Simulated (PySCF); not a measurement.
M06 on Te⁻ (tellurium, charge -1), [Kr] 4d10 5s2 5p5, 2P determinant. All numbers are calculated (PySCF 2.14, scalar relativity through the core potential, in aug-cc-pVDZ-PP with ECP28MDF (5s4p3d, 32 functions)).

```
cycle= 1 E= -268.112561783336  delta_E= -0.00316  |g|= 0.00723  |ddm|= 0.22
cycle= 2 E= -268.112634112236  delta_E= -7.23e-05  |g|= 0.00444  |ddm|= 0.0422
cycle= 3 E= -268.112648584897  delta_E= -1.45e-05  |g|= 0.00221  |ddm|= 0.023
cycle= 4 E= -268.112652458621  delta_E= -3.87e-06  |g|= 0.000229  |ddm|= 0.00639
cycle= 5 E= -268.112652535736  delta_E= -7.71e-08  |g|= 2.67e-05  |ddm|= 0.00125
cycle= 6 E= -268.112652539165  delta_E= -3.43e-09  |g|= 5.38e-06  |ddm|= 0.000275
cycle= 7 E= -268.112652539231  delta_E= -6.67e-11  |g|= 4.62e-07  |ddm|= 4.31e-05
converged SCF energy = -268.112652539231  <S^2> = 0.75318587  2S+1 = 2.0031833
```

Highest occupied orbital energy: 0.079 eV; ⟨L²⟩ = 2.02; populations by l: s 4.00, p 11.00, d 10.00.

(1) Can this result be used?

Results:

(1) With care. The calculation finished and met its thresholds. Energies and moments cover only the electrons outside the core potential. At M06 the highest occupied level has a positive energy, so only the finite basis holds that electron; in a semilocal or global hybrid functional this comes from self-interaction and does not mean that the real anion is unbound.
